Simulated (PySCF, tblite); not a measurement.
Isomers of C5H8ClFSi2, one GFN2-xTB conformer each. Single-point energies are computed at PBE0/pcSseg-1 (PySCF, gas phase, no added dispersion term), electronic only.

Problem. Rank them by PBE0/pcSseg-1 energy, lowest first (kcal/mol).
A. `[CH:1]#[C:2][Si@@:3]1([Cl:4])[SiH2:5][CH2:6][CH2:7][C@@H:8]1[F:9]` with C2–Si3–Si5–C6 107°, Si3–Si5–C6–C7 -26°, Si5–C6–C7–C8 52°, C6–C7–C8–F9 68°
B. `[F:1][CH2:2][C:3]#[C:4][C@@H:5]1[SiH2:6][C@@H:7]1[SiH2:8][Cl:9]` with Si6–C7–Si8–Cl9 98°
C. `[CH2:1]=[C:2]([CH2:3][Cl:4])[SiH2:5][C:6]#[C:7][SiH2:8][F:9]` with C1–C2–C3–Cl4 -122°, C1–C2–Si5–C6 -145°

Solution. A (0.0), C (6.1), B (33.1).

As drawn, the lowest has an Si–Si bond, which the highest lacks; the highest has a three-membered ring, which the lowest lacks. GFN2-xTB itself gives, in the same order: 9.8, 0.0, 18.7. GFN2-xTB puts C=C(CCl)[SiH2]C#C[SiH2]F lowest instead; measured from each level's own lowest isomer, the values differ by up to 14.4 kcal/mol (FCC#C[C@@H]1[SiH2][C@@H]1[SiH2]Cl: 18.7 against 33.1).

Problem. Which frontier levels, dipoles and rotational constants go with these structures?

Solution. 
```
                           SMILES  HOMO (eV, PBE0/pcSseg-1)  LUMO (eV)  dipole (D)       A, B, C (MHz)
   C#C[Si@@]1(Cl)[SiH2]CC[C@@H]1F                     -7.58      -1.06        3.02  1128, 811.3, 721.9
         C=C(CCl)[SiH2]C#C[SiH2]F                     -8.13      -1.24        2.34  1405, 454.3, 396.9
FCC#C[C@@H]1[SiH2][C@@H]1[SiH2]Cl                     -6.99      -0.59        2.07  1343, 460.5, 376.4
```

Problem. What happens when harmonic zero-point energies from GFN2-xTB frequencies are added?

Solution. 
```
                           SMILES  ZPE (kcal/mol)  electronic (kcal/mol)  with ZPE (kcal/mol)
   C#C[Si@@]1(Cl)[SiH2]CC[C@@H]1F            70.2                    0.0                  0.0
         C=C(CCl)[SiH2]C#C[SiH2]F            65.7                    6.1                  1.6
FCC#C[C@@H]1[SiH2][C@@H]1[SiH2]Cl            66.3                   33.1                 29.2
```

The zero-point energies span 4.5 kcal/mol. The order is unchanged.

Problem. As an exercise, what shares would exp(−E/RT) give at 2000 K from these electronic energies alone (no entropy, no degeneracies)?

Solution. RT = 3.974 kcal/mol: C#C[Si@@]1(Cl)[SiH2]CC[C@@H]1F 82.2 %, C=C(CCl)[SiH2]C#C[SiH2]F 17.8 %, FCC#C[C@@H]1[SiH2][C@@H]1[SiH2]Cl under 0.1 %.
